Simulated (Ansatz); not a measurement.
Basis-set extrapolation for ClFH$_{6}$O$_{2}$Si$_{3}$ (`F[Si](Cl)(O[SiH3])O[SiH3]`) (PBE0-D4/def2-TZVP geometry, frozen core, the Gaussian-basis code of Ansatz). Multiplicity 1, RHF reference.

|  | def2-TZVPP | def2-QZVPP |
| --- | --- | --- |
| HF | -1579.465561 | -1579.520101 |
| MP2 correlation | -1.256216 | -1.367169 |
| CCSD(T) correlation | -1.360346 | not run |

Energies in hartree. Use E(X) = E(∞) + A·exp(−7.88·√X) for Hartree–Fock and E(X) = E(∞) + B·X^(−2.97) for correlation, with X = 3 and 4, and add CCSD(T) minus MP2 of the smaller set to the MP2 limit.

Q: What is the CCSD(T) energy at the basis-set limit?

A: HF limit: -1579.520101 + (-0.054540) × 0.13774 = -1579.52761. MP2 limit: -1.367169 + (-0.110953) × 0.74074 = -1.44936. Higher-order term: -1.360346 − (-1.256216) = -0.10413. Total: -1581.08110 hartree, 6.94 eV below CCSD(T)/def2-TZVPP.
